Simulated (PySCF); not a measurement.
H6OSn2. Atoms are numbered in the order given.

```xyz
9

O      0.3317    -0.6862    -0.0167
Sn    -1.6443    -0.7438    -0.0004
H     -2.0319    -2.4086    -0.0361
H     -2.2243     0.0844    -1.3896
H     -2.2002     0.0175     1.4361
Sn     1.6042     0.8269     0.0025
H      0.7085     2.2957    -0.0253
H      2.5786     0.6629    -1.3964
H      2.5210     0.6837     1.4425
```

Coordinates come from a PBE0-D3(BJ)/def2-SVP optimisation. The geometry has at least one imaginary mode, so it is a saddle point at that level. The def2 effective core potentials stand for the cores of Sn; spin–orbit coupling is left out.

Computed with PySCF with TDA-PBE/def2-SVPD.

Vertical excitations. The molecule is in vacuum.

Computed UV-visible absorptions:
| state | energy (eV) | λ (nm) | f | main pairs |
|---|---|---|---|---|
| S1 | 4.75 | 261 | 0.014 | HOMO→LUMO 98 % |
| S2 | 5.29 | 234 | 0.022 | HOMO−1→LUMO 94 % |
| S3 | 5.45 | 228 | 0.027 | HOMO→LUMO+1 97 % |
| S4 | 5.83 | 213 | 0.001 | HOMO→LUMO+2 96 % |
| S5 | 5.89 | 210 | 0.030 | HOMO−1→LUMO+1 96 % |
| S6 | 6.19 | 200 | 0.039 | HOMO−2→LUMO 87 % |
| S7 | 6.23 | 199 | 0.000 | HOMO→LUMO+3 98 % |
| S8 | 6.31 | 197 | 0.002 | HOMO−1→LUMO+2 83 % |
| S9 | 6.33 | 196 | 0.000 | HOMO−3→LUMO 95 % |
| S10 | 6.47 | 192 | 0.029 | HOMO→LUMO+4 94 % |
| T1 | 4.34 | 286 | 0 | HOMO→LUMO 100 % |
| T2 | 4.72 | 262 | 0 | HOMO−1→LUMO 99 % |
| T3 | 5.27 | 235 | 0 | HOMO→LUMO+1 98 % |
| T4 | 5.56 | 223 | 0 | HOMO→LUMO+2 95 % |
Triplets are in the Tamm–Dancoff approximation.
